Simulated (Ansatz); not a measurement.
Species: H2F2Si2, SMILES `F/[SiH]=[SiH]\F` (charge 0, multiplicity 1), formula H2F2Si2.

Task: How many basis functions does Ansatz (a quantum-chemistry and plane-wave program) with frozen-core CCSD(T)/cc-pVTZ // r2SCAN-D4/def2-TZVP use, how many core orbitals are frozen, and how many electrons are correlated?

Result: 156 basis functions and 12 frozen orbitals, which leaves 24 correlated electrons. Core time is of the order of seconds.
